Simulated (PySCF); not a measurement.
glyoxal (C2H2O2), singlet, at a GFN2-xTB geometry. Base run: PBE/def2-SVP run with PySCF.

The PySCF input:
```python
from pyscf import gto, scf, dft

mol = gto.M(
    atom='''
C     0.02026430    0.75833993    0.00748046
C    -0.02026430   -0.75833993   -0.00748046
O     1.03960208    1.38537393    0.03158832
H    -0.97907997    1.22841153   -0.00597192
O    -1.03960208   -1.38537393   -0.03158832
H     0.97907997   -1.22841153    0.00597192
''',
    basis='def2-svp',
    verbose=4,
)

mf = dft.RKS(mol)
mf.xc = 'pbe'
mf.kernel()
```

Each row names what was changed in the base input (with any setting that the change needs).

```csv
change,E (Eh),HOMO (eV),HOMO-LUMO gap (eV)
base,-227.39998,-5.99,1.90
functional = lc_wpbe,?,?,?
functional = m06l,?,?,?
"functional = lda,vwn",-225.87144,-6.11,1.76
functional = pw6b95,-227.91025,-7.83,4.95
functional = pbe; dispersion = d3bj,-227.40308,-5.99,1.90
functional = mn15,-227.38227,-8.50,6.32
functional = blyp; dispersion = d3bj,?,?,?
functional = b3lyp5,-227.53726,-7.32,4.20
functional = b97-1,-227.58496,-7.37,4.28
functional = hse06,-227.41664,-7.28,3.87
functional = pbe0,-227.39655,-7.68,4.67
functional = bhandhlyp,?,?,?
```

Question: Complete the blanks.

Answer: 
- functional = lc_wpbe, E (Eh): -227.50158
- functional = lc_wpbe, HOMO (eV): -10.38
- functional = lc_wpbe, HOMO-LUMO gap (eV): 9.92
- functional = m06l, E (Eh): -227.62219
- functional = m06l, HOMO (eV): -6.43
- functional = m06l, HOMO-LUMO gap (eV): 2.52
- functional = blyp; dispersion = d3bj, E (Eh): -227.61050
- functional = blyp; dispersion = d3bj, HOMO (eV): -5.89
- functional = blyp; dispersion = d3bj, HOMO-LUMO gap (eV): 2.00
- functional = bhandhlyp, E (Eh): -227.52251
- functional = bhandhlyp, HOMO (eV): -9.31
- functional = bhandhlyp, HOMO-LUMO gap (eV): 7.56

Absolute energies of different levels of theory aren't comparable as measures of quality.
